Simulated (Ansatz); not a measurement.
Reaction (formal exchange of groups at a B–F bond): `CSB(N)F` + CH₄ → `CSB(C)N` + H–F

Calculated with Ansatz (gas phase, PBE0-D4/def2-TZVP geometries, no zero-point term in ΔE). CCSD(T)/CBS adds triple-zeta CCSD(T) − MP2 to the extrapolated MP2 energy (def2 sets, frozen cores). This one scheme is used for every species. Functionals use def2-TZVPP. B3LYP here is the variant with VWN-RPA as its local correlation; programs differ in this. One conformer a species, not always the lowest.

`CSB(N)F`:

Z-matrix (Å, degrees):
```
C
S 1 1.810
H 1 1.088 2 110.9
H 1 1.088 2 110.9 3 122.3
H 1 1.089 2 106.7 3 -118.9
B 2 1.816 1 101.2 3 -60.9
F 6 1.341 2 119.7 1 -0.1
N 6 1.396 2 121.5 1 179.9
H 8 1.003 6 123.5 2 -0.0
H 8 1.005 6 121.7 2 180.0
```

CH₄:

Cartesian coordinates in Å:
```
C 0.000 0.000 0.000
H -0.675 0.506 0.689
H -0.394 -0.988 -0.234
H 0.982 -0.101 0.461
H 0.087 0.583 -0.917
```

`CSB(C)N`:

Cartesian coordinates in Å:
```
C 2.054 0.253 -0.528
S 0.765 -0.829 -1.183
B -0.697 -0.418 -0.175
C -0.660 0.665 0.965
N -1.872 -1.121 -0.467
H 1.791 1.303 -0.651
H 2.958 0.050 -1.101
H 2.251 0.044 0.523
H 0.081 0.414 1.730
H -1.626 0.776 1.464
H -0.374 1.646 0.573
H -2.728 -0.963 0.035
H -1.944 -1.821 -1.185
```

H–F:

Cartesian coordinates in Å:
```
F 0.386 -0.068 0.241
H -0.386 0.068 -0.241
```

```json
{"level": "PBE-D4", "ΔE (kcal/mol)": "30.2", "difference from CCSD(T)/CBS": "0.4"}
{"level": "PBE0-D4", "ΔE (kcal/mol)": "30.4", "difference from CCSD(T)/CBS": "0.6"}
{"level": "B3LYP-D4", "ΔE (kcal/mol)": "32.7", "difference from CCSD(T)/CBS": "2.9"}
{"level": "B2PLYP", "ΔE (kcal/mol)": "33.4", "difference from CCSD(T)/CBS": "3.6"}
{"level": "PBE", "ΔE (kcal/mol)": "31.5", "difference from CCSD(T)/CBS": "1.7"}
{"level": "r2SCAN", "ΔE (kcal/mol)": "33.4", "difference from CCSD(T)/CBS": "3.6"}
{"level": "PBE0", "ΔE (kcal/mol)": "31.5", "difference from CCSD(T)/CBS": "1.7"}
{"level": "HF/def2-TZVPP", "ΔE (kcal/mol)": "37.6", "difference from CCSD(T)/CBS": "7.8"}
{"level": "SCS-MP2/def2-TZVPP", "ΔE (kcal/mol)": "31.5", "difference from CCSD(T)/CBS": "1.7"}
{"level": "CCSD/def2-TZVPP", "ΔE (kcal/mol)": "31.6", "difference from CCSD(T)/CBS": "1.8"}
{"level": "CCSD(T)/def2-TZVPP", "ΔE (kcal/mol)": "30.9", "difference from CCSD(T)/CBS": "1.1"}
{"level": "HF/def2-QZVPP", "ΔE (kcal/mol)": "37.6", "difference from CCSD(T)/CBS": "7.8"}
{"level": "SCS-MP2/def2-QZVPP", "ΔE (kcal/mol)": "30.9", "difference from CCSD(T)/CBS": "1.1"}
{"level": "HF/CBS(def2)", "ΔE (kcal/mol)": "37.5", "difference from CCSD(T)/CBS": "7.7"}
{"level": "MP2/CBS(def2)", "ΔE (kcal/mol)": "28.8", "difference from CCSD(T)/CBS": "-1.0"}
{"level": "CCSD/CBS(def2)", "ΔE (kcal/mol)": "30.5", "difference from CCSD(T)/CBS": "0.7"}
{"level": "CCSD(T)/CBS", "ΔE (kcal/mol)": "29.8", "difference from CCSD(T)/CBS": "0"}
```

Largest T1 diagnostic among the species: 0.011.

In def2-TZVPP, CCSD(T) changes the Hartree–Fock value by −6.8 kcal/mol (the triples alone add −0.7 kcal/mol) and MP2 by −7.7 kcal/mol. The D4 term adds −2.0 kcal/mol with B3LYP and −1.1 kcal/mol with PBE0; it sums over pairs of atoms, weighted by their polarisabilities, and B3LYP, whose exchange is more repulsive, gets the larger term.
